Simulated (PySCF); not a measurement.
H3S, SMILES [SH3+], charge +1.

Geometry optimised at B3LYP-D3(BJ)/def2-TZVPD. The isomer is the one that the SMILES or the coordinates give; other isomers of the formula were not compared.

Level of theory: PySCF with ωB97X/def2-TZVPD.

Symmetry labels are those of the subgroup Cs that the program uses (full group C3v).

**Question.** List the valence orbital energies around the gap with their symmetry. (An estimate is asked for; the answer gives what the named calculation found.)

**Answer.** 
| orbital | symmetry | energy (eV) |
|---|---|---|
| HOMO−7 | A' | -228.30 |
| HOMO−6 | A" | -172.77 |
| HOMO−5 | A' | -172.77 |
| HOMO−4 | A' | -172.63 |
| HOMO−3 | A' | -33.24 |
| HOMO−2 | A' | -23.39 |
| HOMO−1 | A" | -23.39 |
| HOMO | A' | -20.68 |
| LUMO | A" | -4.76 |
| LUMO+1 | A' | -4.76 |
| LUMO+2 | A' | -3.97 |
| LUMO+3 | A" | -1.96 |
